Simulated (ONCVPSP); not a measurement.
**An all-electron radial function and its pseudo partner (chlorine)**

Columns: radius, all-electron u(r) and pseudo u(r) of the 2s shell (level -251.73 eV) of chlorine in the configuration [He] 2s2 2p6 3s2 3p5; LDA (Perdew-Zunger), scalar-relativistic, ONCV scheme, ONCVPSP 4.0.1.

```
r (bohr)  all-electron  pseudo
   0.045       -0.7313  0.3014
   0.090       -0.4321  0.5883
   0.135        0.1435  0.8475
   0.180        0.6894  1.0678
   0.225        1.1051  1.2418
   0.270        1.3754  1.3652
   0.315        1.5187  1.4376
   0.360        1.5631  1.4616
   0.405        1.5362  1.4426
   0.450        1.4620  1.3884
   0.495        1.3585  1.3069
   0.540        1.2395  1.2069
   0.585        1.1149  1.0964
   0.630        0.9913  0.9820
   0.675        0.8732  0.8692
   0.720        0.7632  0.7617
   0.765        0.6628  0.6623
   0.810        0.5724  0.5722
   0.855        0.4919  0.4917
   0.900        0.4212  0.4210
   0.945        0.3593  0.3592
   0.990        0.3055  0.3054
   1.035        0.2591  0.2590
   1.080        0.2193  0.2192
   1.125        0.1851  0.1850
   1.170        0.1560  0.1559
```

(1) How many radial nodes do the two functions have?

(2) At about which radius was the pseudo-wave matched?

(3) Where does each function peak?

(4) Is the pseudo-wave norm-conserving?

Results:

(1) The all-electron 2s function has n − l − 1 = 1; the pseudo-wave has 0, since the states of the same l below it are removed with the core.

(2) 0.85 bohr. The columns agree to 0.0005 from 0.77 bohr on; several derivatives are matched, so the curves merge somewhat inside the radius.

(3) Outermost all-electron maximum near 0.36 bohr, pseudo maximum near 0.36 bohr (to the table’s step).

(4) Yes: the ONCV scheme keeps the norm inside the radius equal to the all-electron one, which fixes the energy derivative of the logarithmic derivative at the level.
